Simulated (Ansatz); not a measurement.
All values below come from Ansatz (a program for electronic structure) with B3LYP-D3(BJ)/def2-TZVP. No frequencies were computed at this level.

Ansatz 0.2 input:
```yaml
crystal:
  periodic: [false, false, false]
  atoms:
    - { symbol: S, position_ang: [1.820151, -0.025845, -0.042023] }
    - { symbol: C, position_ang: [0.283104, -0.728492, -0.268318] }
    - { symbol: S, position_ang: [-1.210922, -0.928116, 0.547761] }
    - { symbol: S, position_ang: [-1.189632, 1.0752, 0.237665] }
    - { symbol: C, position_ang: [0.297299, 0.607252, -0.475085] }
basis:
  gaussian: { orbitals: def2-tzvp }
hamiltonian:
  xc: b3lyp
  dispersion: d3bj
relax:
  max_steps: 150
```

Output:

```
Functional definition: B3LYP
1173 factors; their error is unknown
mean field evaluation 1: about -34566.2171 eV, gradient 7.2e1 eV
mean field evaluation 2: about -34481.4995 eV, gradient 1.7e2 eV
mean field evaluation 4: about -34576.9077 eV, gradient 2.1e1 eV
mean field evaluation 8: about -34578.1626 eV, gradient 8.0e-2 eV
mean field evaluation 16: about -34578.2172 eV, gradient 2.0e-4 eV
mean field -34578.21717142 eV, -1270.7260430925 hartree, gradient 2.0e-5 eV, S^2 0.000000; 0 other end points of the search recorded, 0 dependent functions left out
reference -34578.21739567 eV, -1270.7260513335 hartree; 30, 30 occupied and 143, 143 virtual orbitals, 1173 factors
relax step   1: F+E_penalty+E_count = -34578.62158156 eV  Δ(F+E_penalty+E_count) = +0.000e0 eV  max|allowed force component| = 3.057e0 eV/Å  Δτ_max = 0.0000 Å  (35 SCF iters, accepted)
these checks for a lower state are left out or cut short: starts, cluster_reference, orbital_swaps, neighbouring_geometries, increment
1173 factors; their error is unknown
mean field -34578.47645522 eV, -1270.7355715961 hartree, gradient 1.3e-5 eV, S^2 0.000000; 0 other end points of the search recorded, 0 dependent functions left out
reference -34578.47668110 eV, -1270.7355798970 hartree; 30, 30 occupied and 143, 143 virtual orbitals, 1173 factors
relax step   2: F+E_penalty+E_count = -34578.88472598 eV  Δ(F+E_penalty+E_count) = -2.631e-1 eV  max|allowed force component| = 1.855e0 eV/Å  Δτ_max = 0.0446 Å  (35 SCF iters, accepted)
these checks for a lower state are left out or cut short: starts, cluster_reference, orbital_swaps, neighbouring_geometries, increment
1173 factors; their error is unknown
mean field evaluation 32: about -34578.6035 eV, gradient 2.9e-1 eV
mean field -34578.60365613 eV, -1270.7402461432 hartree, gradient 1.6e-5 eV, S^2 0.000000; 0 other end points of the search recorded, 0 dependent functions left out
reference -34578.60388435 eV, -1270.7402545302 hartree; 30, 30 occupied and 143, 143 virtual orbitals, 1173 factors
relax step   3: F+E_penalty+E_count = -34579.01473388 eV  Δ(F+E_penalty+E_count) = -1.300e-1 eV  max|allowed force component| = 2.002e-1 eV/Å  Δτ_max = 0.0748 Å  (42 SCF iters, accepted)
these checks for a lower state are left out or cut short: starts, cluster_reference, orbital_swaps, neighbouring_geometries, increment
1173 factors; their error is unknown
mean field -34578.60624306 eV, -1270.7403412113 hartree, gradient 1.5e-5 eV, S^2 0.000000; 0 other end points of the search recorded, 0 dependent functions left out
reference -34578.60647116 eV, -1270.7403495938 hartree; 30, 30 occupied and 143, 143 virtual orbitals, 1173 factors
relax step   4: F+E_penalty+E_count = -34579.01632165 eV  Δ(F+E_penalty+E_count) = -1.588e-3 eV  max|allowed force component| = 3.282e-2 eV/Å  Δτ_max = 0.0175 Å  (36 SCF iters, accepted)
these checks for a lower state are left out or cut short: starts, cluster_reference, orbital_swaps, neighbouring_geometries, increment
1173 factors; their error is unknown
mean field -34578.60618851 eV, -1270.7403392066 hartree, gradient 1.4e-5 eV, S^2 0.000000; 0 other end points of the search recorded, 0 dependent functions left out
reference -34578.60641661 eV, -1270.7403475891 hartree; 30, 30 occupied and 143, 143 virtual orbitals, 1173 factors
relax step   5: F+E_penalty+E_count = -34579.01672161 eV  Δ(F+E_penalty+E_count) = -4.000e-4 eV  max|allowed force component| = 2.087e-2 eV/Å  Δτ_max = 0.0070 Å  (36 SCF iters, accepted)
these checks for a lower state are left out or cut short: starts, cluster_reference, orbital_swaps, neighbouring_geometries, increment
1173 factors; their error is unknown
mean field -34578.60617300 eV, -1270.7403386368 hartree, gradient 1.8e-5 eV, S^2 0.000000; 0 other end points of the search recorded, 0 dependent functions left out
reference -34578.60640111 eV, -1270.7403470195 hartree; 30, 30 occupied and 143, 143 virtual orbitals, 1173 factors
relax step   6: F+E_penalty+E_count = -34579.01673215 eV  Δ(F+E_penalty+E_count) = -1.054e-5 eV  max|allowed force component| = 5.072e-3 eV/Å  Δτ_max = 0.0003 Å  (37 SCF iters, accepted)
1173 factors; their error is unknown
mean field evaluation 64: about -34578.6061 eV, gradient 2.9e-1 eV
mean field -34578.60617300 eV, -1270.7403386368 hartree, gradient 1.6e-5 eV, S^2 0.000000; 1 other end points of the search recorded, 0 dependent functions left out
reference -34578.60640111 eV, -1270.7403470195 hartree; 30, 30 occupied and 143, 143 virtual orbitals, 1173 factors
Total energy: -34579.01696025 eV, -1270.7554347897 hartree
Atom 0 at     1.844540    -0.009669     0.064156 Å, force    -0.001851     0.000117     0.000629 eV/Å
Atom 1 at     0.265472    -0.743668    -0.369427 Å, force     0.000242    -0.001608    -0.000340 eV/Å
Atom 2 at    -1.205916    -0.961576     0.602057 Å, force     0.000721     0.005072    -0.000520 eV/Å
Atom 3 at    -1.183759     1.123397     0.279320 Å, force     0.000614    -0.005006     0.001040 eV/Å
Atom 4 at     0.279662     0.591515    -0.576106 Å, force     0.000274     0.001424    -0.000809 eV/Å
Dipole moment:    -0.124222     0.028052     0.172698 e Å
```

Cost: roughly 60 core-seconds.
